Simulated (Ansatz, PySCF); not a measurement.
C2H4F2Si, SMILES FC(=C)[SiH2]F. Atoms are numbered in the order given.

```xyz
9

C     -1.3667    -1.2386     0.0000
C     -0.0865    -0.8590     0.0000
F      0.9066    -1.7893     0.0000
Si     0.5560     0.9073     0.0000
F     -0.7582     1.8728     0.0000
H     -2.1490    -0.4776     0.0000
H     -1.6534    -2.2937     0.0000
H      1.3545     1.1768    -1.2187
H      1.3545     1.1768     1.2187
```
Charge 0, spin multiplicity 1.

Coordinates come from a TPSSh-D3(BJ)/def2-SVP optimisation. The structure was generated by enumeration, and PubChem lists no compound with its InChIKey, so it may never have been made. One conformer was computed; it need not be the lowest.

Two levels are set side by side: PBE-D3(BJ)/def2-SVP (Ansatz, a program for electronic structure) and TPSSh-D3(BJ)/def2-SVP (PySCF). Each level has its own optimised geometry; the coordinates shown are those of the second. Frequencies come from the Hessian of PySCF at each geometry. Differences are taken from unrounded values.

| quantity | TPSSh-D3(BJ) | PBE-D3(BJ) | PBE-D3(BJ) minus TPSSh-D3(BJ) |
|---|---|---|---|
| mean bond length (Å) | 1.419 | 1.429 | 0.009 |
| bond C1–C2 (Å) | 1.335 | 1.342 | 0.007 |
| bond C2–F3 (Å) | 1.361 | 1.361 | 0.000 |
| bond C2–Si4 (Å) | 1.880 | 1.886 | 0.006 |
| bond Si4–F5 (Å) | 1.631 | 1.641 | 0.010 |
| bond C1–H6 (Å) | 1.091 | 1.099 | 0.008 |
| bond C1–H7 (Å) | 1.093 | 1.102 | 0.008 |
| bond Si4–H8 (Å) | 1.482 | 1.499 | 0.017 |
| bond Si4–H9 (Å) | 1.482 | 1.499 | 0.017 |
| highest harmonic wavenumber (cm⁻¹) | 3266 | 3200 | -66 |
| mean harmonic wavenumber (cm⁻¹) | 1142 | 1105 | -38 |
| zero-point energy (kcal/mol) | 34.30 | 33.16 | -1.14 |

Exact exchange shortens and stiffens bonds; PBE has none. Differences between two approximate levels are no errors against the true value.
